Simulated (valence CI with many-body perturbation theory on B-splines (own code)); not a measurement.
Results of a calculation; reference values are marked as such.
Energy levels of Ge XXVII

Method: configuration interaction combined with many-body perturbation theory (CI+MBPT): four valence electrons over a frozen Dirac-Fock core [He], radial functions for each j: 11 s, 11 p, 10 d, 8 f, 5 g, 2 h, with the one-electron correlation potential Σ1, the two-electron term Σ2, the three-electron term Σ3, Breit, model QED; selected CI, second order for the rest, scaled by the run's own slope (own B-spline code, finite nucleus).

The last digits are not significant, and no measured levels were compared; by estimate large intervals hold to a few tenths of a per cent, small ones and those within an open d or f shell to about a per cent. Among the levels kept, up to 1100 cm⁻¹ of a level comes from second order outside the variational space, and about a tenth of that is noise between levels of different J, which matters for small intervals.

Levels 181 to 203 of 203, with energies above the lowest level, (2s^2 2p1/2^2) J=0. "Leading %" is the weight of the configuration and term that name the level; weights of strongly mixed levels are sums over their largest components and can fall short, so below about 35 % the name and the second component can differ from the true leading terms, or belong to a minority configuration. In the jj column 3d3/2^4 stands for four electrons in 3d with j = 3/2.

```csv
No.,Configuration,Term,J,E (eV),Leading %,g,Leading jj,Second component
181,2p3 3p,1F,3,1839.0,50,1.198,2p1/2 2p3/2^2 3p3/2 (54 %),32 % 2p3 3p 3D
182,2p3 3d,5D°,0,1839.1,74,,2p1/2^2 2p3/2 3d3/2 (71 %),21 % 2p3 3d 3P°
183,2p3 3d,5D°,1,1839.2,73,1.395,2p1/2^2 2p3/2 3d3/2 (68 %),13 % 2p3 3d 3P°
184,2p3 3d,5D°,4,1840.1,70,1.403,2p1/2^2 2p3/2 3d5/2 (75 %),20 % 2p3 3d 3F°
185,2p3 3p,1P,1,1843.1,45,0.907,2p1/2 2p3/2^2 3p3/2 (85 %),39 % 2p3 3p 3D
186,2p3 3p,3P,0,1844.0,91,,2p1/2 2p3/2^2 3p3/2 (53 %),7 % 2p3 3p 1S
187,2p3 3d,3D°,2,1845.1,46,1.208,2p1/2^2 2p3/2 3d5/2 (79 %),21 % 2p3 3d 5D°
188,2p3 3p,3D,3,1846.6,58,1.200,2p1/2 2p3/2^2 3p3/2 (95 %),32 % 2p3 3p 1F
189,2p3 3p,3F,4,1847.4,97,1.245,2p1/2 2p3/2^2 3p3/2 (97 %),
190,2p3 3p,3P,2,1852.2,76,1.397,2p1/2 2p3/2^2 3p1/2 (81 %),16 % 2p3 3p 1D
191,2p3 3d,3D°,3,1853.0,44,1.182,2p1/2^2 2p3/2 3d5/2 (41 %),18 % 2p3 3d 3G°
192,2p3 3d,3D°,1,1854.6,78,0.673,2p1/2^2 2p3/2 3d5/2 (62 %),8 % 2p3 3d 1P°
193,2p3 3p,3P,1,1856.2,72,1.423,2p1/2 2p3/2^2 3p3/2 (83 %),16 % 2p3 3p 1P
194,2p3 3s,3P°,2,1856.3,64,1.424,2p3/2^3 3s (90 %),13 % 2p3 3s 3D°
195,2p3 3s,1P°,1,1859.9,50,1.071,2p3/2^3 3s (88 %),19 % 2p3 3s 3D°
196,2p3 3p,3D,1,1860.6,64,0.701,2p1/2 2p3/2^2 3p1/2 (83 %),26 % 2p3 3p 1P
197,2p3 3p,1D,2,1863.6,59,1.123,2p1/2 2p3/2^2 3p3/2 (89 %),27 % 2p3 3p 3P
198,2p3 3d,3F°,2,1867.8,57,0.923,2p1/2 2p3/2^2 3d3/2 (84 %),23 % 2p3 3d 3D°
199,2p3 3d,3D°,1,1869.0,61,0.777,2p1/2 2p3/2^2 3d3/2 (69 %),15 % 2p3 3d 1P°
200,2p3 3d,3F°,3,1869.1,54,1.179,2p1/2 2p3/2^2 3d5/2 (73 %),19 % 2p3 3d 3D°
201,2p3 3d,1S°,0,1869.7,62,,2p1/2 2p3/2^2 3d3/2 (65 %),20 % 2p3 3d 3P°
202,2p3 3d,3G°,4,1870.1,46,1.157,2p1/2 2p3/2^2 3d5/2 (79 %),22 % 2p3 3d 5D°
203,2p3 3d,3G°,3,1870.3,46,1.013,2p1/2 2p3/2^2 3d3/2 (86 %),31 % 2p3 3d 3D°
```
